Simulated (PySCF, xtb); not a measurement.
C4F5, SMILES C1(F)=C([C](C1(F)F)F)F (connectivity only; charge and spin as stated), charge +1, multiplicity 1.

xtb 6.7.1 with GFN2-xTB at its own geometry gives an orbital gap of 1.93 eV.

Geometry optimised at B3LYP-D3(BJ)/def2-SVP. The spin state was assumed, not searched. The isomer is the one that the SMILES or the coordinates give; other isomers of the formula were not compared.

Problem. What does PySCF with ωB97X/def2-TZVP give? (The exact figures need the calculation; the answer reports its results.)

Solution. gap 10.56 eV (levels -18.09 and -7.53 eV).
